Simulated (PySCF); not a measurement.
**Ionisation energy of Cu¹⁷⁺ by level of theory**

Cu¹⁷⁺ [Ne] 3s2 (1S) → Cu¹⁸⁺ [Ne] 3s1 (2S), as a difference of total energies. All numbers are calculated (PySCF 2.14, scalar relativity by spin-free X2C-1e, in an uncontracted even-tempered set (18 s from 1.5 bohr⁻², ratio 2.5; 11 p from 2 bohr⁻², ratio 2.5; 5 d from 7.9 bohr⁻², ratio 2.7; 4 f from 12 bohr⁻², ratio 2.7)). Correlated levels: outer shells: 1s2 frozen; virtual orbitals above 40 to 60 times the deepest correlated orbital energy dropped. The calculations carry no spin-orbit coupling.

```
                method  ionisation energy (eV)
                   UHF                  628.54
    MP2 (outer shells)                  631.01
SCS-MP2 (outer shells)                  631.28
   CCSD (outer shells)                  631.59
CCSD(T) (outer shells)                  631.63
```

Q: How much does correlation contribute at CCSD(T) (outer shells)?

A: 631.63 − (628.54) = 3.09 eV, measured against UHF.

For comparison: 632.5 ± 0.6 eV (semi-empirical (NIST evaluation); NIST Atomic Spectra Database, ionization energies).
